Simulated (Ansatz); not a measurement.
Two isomers of CH9NOSi2: A = `C[SiH](N)[SiH2]O`, B = `C[Si](N)(O)[SiH3]`.

Calculated with Ansatz (gas phase, PBE0-D4/def2-TZVP geometries, no zero-point term in ΔE). CBS: MP2 limit from def2 TZ/QZ plus the TZ coupled-cluster correction, frozen cores. Functionals use def2-TZVPP. B3LYP here is the variant with VWN-RPA as its local correlation; programs differ in this. One conformer a species, not always the lowest.

A:

Z-matrix (Å, degrees):
```
C
Si 1 1.870
H 1 1.094 2 111.2
H 1 1.093 2 110.4 3 119.5
H 1 1.092 2 111.0 3 -120.7
N 2 1.748 1 106.9 3 62.3
Si 2 2.350 1 112.4 3 171.6
H 2 1.497 1 108.7 3 -61.2
H 6 1.010 2 118.1 1 -171.3
H 6 1.010 2 117.7 1 -36.9
O 7 1.658 2 102.8 1 -84.7
H 7 1.493 2 113.3 1 155.9
H 7 1.489 2 114.0 1 33.4
H 11 0.965 7 111.5 2 -12.7
```

B:

Z-matrix (Å, degrees):
```
C
Si 1 1.866
H 1 1.094 2 110.9
H 1 1.093 2 111.3 3 120.5
H 1 1.092 2 110.5 3 -119.7
N 2 1.721 1 106.0 3 -54.7
O 2 1.653 1 112.7 3 65.2
Si 2 2.347 1 112.1 3 -179.1
H 6 1.007 2 121.6 1 -169.6
H 6 1.007 2 120.3 1 -21.1
H 7 0.960 2 115.7 1 -73.4
H 8 1.492 2 109.8 1 53.4
H 8 1.491 2 110.6 1 171.8
H 8 1.489 2 112.9 1 -66.8
```

Q: Which isomer does CCSD(T)/CBS put lower? Give the gap. (Estimate.)

A: Ansatz gave: B, by 32.3 kJ/mol.

Q: Give E(B) − E(A) in kJ/mol with PBE0-D4, HF/def2-TZVPP, PBE-D4, r2SCAN-D4, ωB97M-V, B3LYP-D4, B3LYP. (Estimate.)

A: Ansatz gave: PBE0-D4 -31.1, HF/def2-TZVPP -34.6, PBE-D4 -29.8, r2SCAN-D4 -32.4, ωB97M-V -31.6, B3LYP-D4 -31.6, B3LYP -31.6. None reverses the order clearly.

Largest T1 diagnostic: 0.012.
